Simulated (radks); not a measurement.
Problem. Coherent X-ray form factor from a spherical all-electron density. All-electron calculation, scalar-relativistic Kohn-Sham, HCTH/407, spin-unpolarised, spherical densities, finite nucleus; Fermi nuclear charge, rms radius of each element as measured or else 0.836 A^(1/3) + 0.57 fm. Program: a radial shooting solver on a logarithmic mesh with Libxc functionals.

sin(theta)/lambda (1/angstrom)  f0 (electrons)
0.05                                    26.353
0.1                                     24.783
0.15                                    22.915
0.2                                     21.068
0.25                                    19.318
0.3                                     17.671
0.4                                     14.707
0.5                                     12.255
0.6                                     10.361
0.8                                      7.984
1                                        6.743
1.25                                     5.769
1.5                                      4.932
2                                        3.422

The species is in the configuration that NIST lists as its ground one. Which atom or ion scatters so?

Solution. Neutral cobalt, [Ar] 3d7 4s2. Extrapolating in s^2 from the first two rows gives f0(0) = 26.9, near the electron count 27; among species with that count, the fall with angle is slower the higher Z, and the table is that of Z = 27; from so few rows the species is fixed only to a neighbour or two.
